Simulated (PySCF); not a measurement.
In(OH)2(SiH3) (H5InO2Si), SMILES [SiH3][In]([OH])[OH].

Geometry: PBE0-D3(BJ)/def2-SVP. The structure was generated by enumeration; whether it is a known compound was not checked. The def2 effective core potentials stand for the cores of In; spin–orbit coupling is left out. Other conformers were not sampled.

These are PySCF 2.14.0 with PBE0-D3(BJ)/def2-SVP values and carry that method's errors.

Frequencies are harmonic and unscaled.

A small imaginary wavenumber (i) marks a very flat motion, where grid noise or a shallow saddle decides the sign.

Task: Estimate the vibrational spectrum. (Estimate from the structure and the level; the computed values follow.)

Result: 
```
mode  ν (cm⁻¹)  IR (km/mol)  Raman (Å⁴/amu)  depolarisation  moving atoms (share of kinetic energy)
----  --------  -----------  --------------  --------------  --------------------------------------
1          13i          0.0             0.1            0.75                                  H 94 %
2           77          0.2             1.1            0.75        O 45 %, Si 25 %, In 17 %, H 13 %
3          111          5.3             0.1            0.75         O 47 %, In 32 %, H 13 %, Si 8 %
4          135         38.4             2.6            0.75                  O 76 %, H 12 %, In 9 %
5          185          0.0             0.6            0.75                                  H 95 %
6          289        216.4             1.1            0.65                          H 86 %, O 13 %
7          300          2.8            23.1            0.17                 Si 71 %, In 17 %, H 9 %
8          468         12.8             3.0            0.74                          H 90 %, Si 9 %
9          479          6.6             6.8            0.75                          H 90 %, Si 9 %
10         595         81.0            21.6            0.09                          O 89 %, In 9 %
11         600         98.7             8.1            0.75                         O 83 %, In 16 %
12         720        126.3             3.3            0.75                                  H 94 %
13         774         24.0             0.9            0.50                                  H 91 %
14         847        228.8             1.9            0.32                          H 91 %, Si 8 %
15         932         41.4            24.4            0.75                                  H 97 %
16         934         39.1            23.3            0.75                                  H 97 %
17        2229         49.3           248.9            0.02                                  H 99 %
18        2244         65.5           135.5            0.61                                  H 96 %
19        2250         67.9           126.1            0.75                                  H 96 %
20        3896         11.2            47.7            0.74                                  H 94 %
21        3897         76.7           391.1            0.25                                  H 94 %
```
